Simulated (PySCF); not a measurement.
hydrogen sulfide (H2S), singlet, geometry from GFN2-xTB. Base run: PySCF with DF-HF/6-31G*.

Input for PySCF:
```python
from pyscf import gto, scf

mol = gto.M(
    atom='''
S    -0.00035523   -0.00209154    0.10204772
H    -0.03705710    0.97315096   -0.79691824
H     0.04274080   -0.93968637   -0.83584535
''',
    basis='6-31g*',
    verbose=5,
)

mf = scf.RHF(mol)
mf = mf.density_fit(auxbasis='def2-universal-jkfit')
mf.kernel()
mf.analyze()
```

The base run was repeated with changes; each row names its change, and settings that it needs were set with it.

| change | basis functions | E (Eh) | HOMO (eV) | HOMO-LUMO gap (eV) | dipole (D) |
|---|---|---|---|---|---|
| base | 22 | -398.66562 | -10.45 | 15.08 | 1.40 |
| basis = STO-3G | 11 | -394.31183 | -7.57 | 20.46 | 1.03 |
| basis = 6-31+G* | ___ | ___ | -10.49 | ___ | 1.43 |
| basis = pcseg-1 | 28 | ___ | -10.49 | ___ | ___ |
| basis = pc-1 | 28 | -398.67978 | -10.43 | 14.32 | 1.43 |
| basis = cc-pV(D+d)Z | 33 | -398.69868 | -10.33 | 14.80 | 1.26 |
| basis = 6-311G** | 38 | -398.70109 | -10.48 | 14.08 | 1.35 |
| basis = def2-SVPD | 43 | -398.57458 | -10.49 | 12.57 | 1.13 |
| basis = 6-311+G(2d,p) | ___ | ___ | -10.45 | ___ | ___ |
| basis = pcseg-2 | 62 | -398.70787 | -10.47 | 13.38 | 1.22 |
| basis = cc-pV(T+d)Z | 67 | -398.71514 | -10.45 | 14.01 | 1.14 |
| basis = aug-cc-pVTZ | 96 | -398.71389 | -10.49 | 11.27 | 1.09 |
| basis = cc-pVQZ | ___ | ___ | -10.48 | ___ | ___ |

Q: Fill in the missing entries.

A: 
- basis = 6-31+G*, basis functions: 26
- basis = 6-31+G*, E (Eh): -398.66644
- basis = 6-31+G*, HOMO-LUMO gap (eV): 12.49
- basis = pcseg-1, E (Eh): -398.66316
- basis = pcseg-1, HOMO-LUMO gap (eV): 14.17
- basis = pcseg-1, dipole (D): 1.41
- basis = 6-311+G(2d,p), basis functions: 47
- basis = 6-311+G(2d,p), E (Eh): -398.70518
- basis = 6-311+G(2d,p), HOMO-LUMO gap (eV): 12.47
- basis = 6-311+G(2d,p), dipole (D): 1.21
- basis = cc-pVQZ, basis functions: 119
- basis = cc-pVQZ, E (Eh): -398.71801
- basis = cc-pVQZ, HOMO-LUMO gap (eV): 13.40
- basis = cc-pVQZ, dipole (D): 1.11

Totals compare only among sets that treat the same electrons; sets with core potentials leave the core out.
